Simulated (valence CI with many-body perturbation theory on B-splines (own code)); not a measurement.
Sensitivity of CI+MBPT for Se20+

Calculated by relativistic CI+MBPT: four valence electrons over a frozen Dirac-Fock core [Ne], radial functions for each j: 6 s, 6 p, 5 d, 3 f, 1 g, with the one-electron correlation potential Σ1, the two-electron term Σ2, the three-electron term Σ3, Breit, model QED; selected CI, second order for the rest, scaled by the run's own slope (own B-spline code, finite nucleus).

No measured spectrum was set against this ion. As an estimate, levels of excited configurations hold to 0.05 to 0.15 % of their energy, terms of the ground configuration to about 0.5 %.

The reference run has the lowest level 3s2.3p2 3P_0 and an ionisation energy of 844.805 eV. Its largest variational space holds 9994 state functions.

Names give the largest LS component (configuration and term), which can be under half, so a name can repeat, a term be missing and a line seem to break the LS rules; names also repeat where a configuration has a term twice.

Changed runs:
A. scale of Σ1 1 → 0
B. scale of Σ1 1 → 0; scale of Σ2 1 → 0; three-electron term on → off; logarithmic knot step 0.27 → 0.4
C. scale of Σ1 1 → 0; scale of Σ2 1 → 0; three-electron term on → off
D. highest l in the core sums 6 → 2 (bad on purpose)

Excitation energies of the reference run in cm⁻¹, and shifts in cm⁻¹:

```
                 Level  Reference       A       B       C       D
          3s2.3p2 3P_1      48913    -177    -395    -395     -16
          3s2.3p2 3P_2      71788    -206    -280    -280     +30
          3s2.3p2 1D_2     142649    -377    -410    -410     +82
          3s2.3p2 1S_0     207314    -383    +212    +212    +241
          3s.3p3 5S°_2     405107    +850   -1100   -1099    -242
          3s.3p3 3D°_1     506363    +835    +198    +199    +420
          3s.3p3 3D°_2     510739    +787     -36     -36    +391
          3s.3p3 3D°_3     530057    +714    -219    -218    +381
          3s.3p3 3P°_0     587434    +705    +638    +638    +459
          3s.3p3 3P°_1     593671    +680    +634    +634    +472
          3s.3p3 3P°_2     594673    +694    +577    +578    +962
       3s2.3p.3d 1D°_2     648122    +599    +667    +668   +1758
Ionisation energy (eV)    844.805  -0.791  -0.525  -0.525  +0.125
```
